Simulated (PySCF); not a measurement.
# Electrostatic potential from atomic charges

Species: `C=C(C)[P@H+](C)/C=C\C`, charge +1. Coordinates (GFN2-xTB, Å) and charges (e) from the PBE0/pcSseg-1 density (PySCF):

```json
{"atom": "C1", "x": "-1.034", "y": "-0.829", "z": "-1.428", "Mulliken": "+0.0349", "IAO": "-0.2522", "Hirshfeld": "-0.0415", "ESP-fitted": "-0.3648"}
{"atom": "C2", "x": "-1.039", "y": "-0.842", "z": "-0.101", "Mulliken": "-0.6571", "IAO": "-0.2088", "Hirshfeld": "-0.0240", "ESP-fitted": "+0.0362"}
{"atom": "C3", "x": "-1.764", "y": "-1.824", "z": "0.762", "Mulliken": "-0.1429", "IAO": "-0.4323", "Hirshfeld": "-0.1028", "ESP-fitted": "-0.5025"}
{"atom": "P4", "x": "-0.127", "y": "0.427", "z": "0.815", "Mulliken": "+0.6326", "IAO": "+1.0588", "Hirshfeld": "+0.4544", "ESP-fitted": "+0.7883"}
{"atom": "C5", "x": "-1.269", "y": "1.494", "z": "1.719", "Mulliken": "-0.4621", "IAO": "-0.6341", "Hirshfeld": "-0.1203", "ESP-fitted": "-0.7039"}
{"atom": "C6", "x": "0.923", "y": "1.474", "z": "-0.180", "Mulliken": "-0.4109", "IAO": "-0.4391", "Hirshfeld": "-0.0949", "ESP-fitted": "-0.6180"}
{"atom": "C7", "x": "2.047", "y": "1.065", "z": "-0.771", "Mulliken": "-0.1062", "IAO": "-0.0315", "Hirshfeld": "+0.0391", "ESP-fitted": "+0.1726"}
{"atom": "C8", "x": "2.596", "y": "-0.305", "z": "-0.718", "Mulliken": "-0.2488", "IAO": "-0.4332", "Hirshfeld": "-0.0973", "ESP-fitted": "-0.3974"}
{"atom": "H9", "x": "-0.485", "y": "-0.091", "z": "-1.993", "Mulliken": "+0.1500", "IAO": "+0.1711", "Hirshfeld": "+0.0592", "ESP-fitted": "+0.1941"}
{"atom": "H10", "x": "-1.583", "y": "-1.560", "z": "-1.998", "Mulliken": "+0.1614", "IAO": "+0.1886", "Hirshfeld": "+0.0832", "ESP-fitted": "+0.2295"}
{"atom": "H11", "x": "-1.081", "y": "-2.288", "z": "1.475", "Mulliken": "+0.1506", "IAO": "+0.1643", "Hirshfeld": "+0.0600", "ESP-fitted": "+0.1528"}
{"atom": "H12", "x": "-2.215", "y": "-2.603", "z": "0.153", "Mulliken": "+0.1625", "IAO": "+0.1839", "Hirshfeld": "+0.0749", "ESP-fitted": "+0.2115"}
{"atom": "H13", "x": "-2.557", "y": "-1.334", "z": "1.329", "Mulliken": "+0.1581", "IAO": "+0.1662", "Hirshfeld": "+0.0609", "ESP-fitted": "+0.1703"}
{"atom": "H14", "x": "0.613", "y": "-0.232", "z": "1.779", "Mulliken": "+0.1460", "IAO": "+0.0122", "Hirshfeld": "+0.0465", "ESP-fitted": "+0.0531"}
{"atom": "H15", "x": "-1.911", "y": "2.017", "z": "1.008", "Mulliken": "+0.1980", "IAO": "+0.1962", "Hirshfeld": "+0.0810", "ESP-fitted": "+0.2443"}
{"atom": "H16", "x": "-1.889", "y": "0.905", "z": "2.394", "Mulliken": "+0.1981", "IAO": "+0.1946", "Hirshfeld": "+0.0817", "ESP-fitted": "+0.2320"}
{"atom": "H17", "x": "-0.700", "y": "2.224", "z": "2.297", "Mulliken": "+0.2005", "IAO": "+0.1984", "Hirshfeld": "+0.0837", "ESP-fitted": "+0.2462"}
{"atom": "H18", "x": "0.577", "y": "2.497", "z": "-0.261", "Mulliken": "+0.1787", "IAO": "+0.1886", "Hirshfeld": "+0.0709", "ESP-fitted": "+0.2596"}
{"atom": "H19", "x": "2.625", "y": "1.783", "z": "-1.339", "Mulliken": "+0.1623", "IAO": "+0.1897", "Hirshfeld": "+0.0856", "ESP-fitted": "+0.1459"}
{"atom": "H20", "x": "1.944", "y": "-0.983", "z": "-0.167", "Mulliken": "+0.1401", "IAO": "+0.1382", "Hirshfeld": "+0.0434", "ESP-fitted": "+0.1058"}
{"atom": "H21", "x": "2.736", "y": "-0.688", "z": "-1.728", "Mulliken": "+0.1739", "IAO": "+0.1895", "Hirshfeld": "+0.0775", "ESP-fitted": "+0.1702"}
{"atom": "H22", "x": "3.583", "y": "-0.288", "z": "-0.255", "Mulliken": "+0.1803", "IAO": "+0.1911", "Hirshfeld": "+0.0785", "ESP-fitted": "+0.1743"}
```

Points outside the species (Å): A (4.0, 8.9, -1.8); B (2.7, -3.0, -5.4); C (4.0, -7.3, 3.2); D (-2.6, -3.8, 4.3); E (6.1, -3.4, 3.6).

Problem. Find the potential V = 14.3996 V·Å × Σ q/r of each set of charges at these points.

Solution. In volts:

```
point  nearest atom  distance (Å)  Mulliken     IAO  Hirshfeld  ESP-fitted
    A           H19          7.26    +1.411  +1.479     +1.478      +1.478
    B           H21          4.34    +2.050  +2.018     +2.024      +2.034
    C           H11          7.34    +1.618  +1.583     +1.569      +1.561
    D           H11          3.55    +2.503  +2.376     +2.329      +2.332
    E           H22          5.56    +1.867  +1.840     +1.814      +1.801
```

Problem. How far are the other sets from the ESP-fitted one at these points?

Solution. Root-mean-square difference: Hirshfeld 0.008 V, IAO 0.029 V, Mulliken 0.091 V. The ESP scheme fits charges at the nuclei, held to the total charge, to the electrostatic potential on points at 1.4 to 2.0 times the van der Waals radii.

Problem. What energy would a point charge of -2 e have at D in the field of the ESP charges, leaving out polarisation?

Solution. -4.664 eV = -450.0 kJ/mol, an attraction. The total charge alone, placed at the mean of the coordinates, would give -4.634 eV.

Geometry: GFN2-xTB, one conformer, isolated ion.

The run behind these numbers computed NMR shieldings as well. On Arm Neoverse N1, one thread, on a shared host, this took 67 s and 0.87 GiB of memory at its peak.

Shape of the structure used: `[CH2:1]=[C:2]([CH3:3])[P@H+:4]([CH3:5])/[CH:6]=[CH:7]\[CH3:8]`: C1–C2–P4–C5 113°, C2–P4–C6–C7 -70°.
